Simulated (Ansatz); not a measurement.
| atom | x (Å) | y (Å) | z (Å) |
| --- | --- | --- | --- |
| C | 0.0000 | 0.0000 | -0.4772 |
| C | 0.0000 | 1.3283 | 0.2117 |
| C | 0.0000 | -1.3283 | 0.2117 |
| H | 0.0000 | 0.0000 | -1.6620 |
| H | 0.0000 | 2.3372 | -0.3986 |
| H | 0.0000 | 1.4024 | 1.3909 |
| H | 0.0000 | -2.3372 | -0.3986 |
| H | 0.0000 | -1.4024 | 1.3909 |

Basis set: cc-pVDZ (spherical functions). Correlated methods keep 3 orbitals frozen. Charge 0, multiplicity 2.

Computed with Ansatz (development build ahead of 0.2.0); each method stands on the lowest determinant of its kind that the runs found.

The atomization energy at this shape (free ground-state atoms in the same class of orbitals less the molecule, no zero-point energy) of doublet C3H5:

```json
{"method": "UHF", "atomization energy": "23.88 eV"}
```

Q: What does UHF-MP2 give?

A: 29.79 eV. Caution: the shape is not the minimum; the unrestricted determinant is spin contaminated.
